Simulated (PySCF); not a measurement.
Copper: highly charged ions in a basis for the neutral atom

Cu²⁴⁺ [He] 2s2 2p1, Cu²⁵⁺ [He] 2s2. All numbers are calculated (PySCF 2.14, scalar relativity by spin-free X2C-1e, in jorge-DZP-DKH (8s6p2d1f, 43 functions)). No spin-orbit coupling, so a gap to NIST mixes the basis error with missing relativistic terms.

Changed run: basis of the neutral atom used for a highly charged ion. This setting is unsound on purpose.

| species | method | sound run (hartree) | changed run (hartree) | converged |
| --- | --- | --- | --- | --- |
| Cu²⁴⁺ | UHF | not run | -1102.17353 | yes |
| Cu²⁴⁺ | TPSS | not run | -1102.52787 | yes |
| Cu²⁴⁺ | PBE0 | not run | -1102.20727 | yes |
| Cu²⁵⁺ | UHF | not run | -1017.77004 | yes |
| Cu²⁵⁺ | TPSS | not run | -1018.03924 | yes |
| Cu²⁵⁺ | PBE0 | not run | -1017.76512 | yes |

Ionisation energy of Cu²⁴⁺:

| method | changed run (eV) | NIST (eV) |
| --- | --- | --- |
| UHF | 2296.7 | 2307.3 ± 1 |
| TPSS | 2299.1 | 2307.3 ± 1 |
| PBE0 | 2297.8 | 2307.3 ± 1 |

The contracted functions were made for the neutral atom and can be too rigid for a highly charged ion.
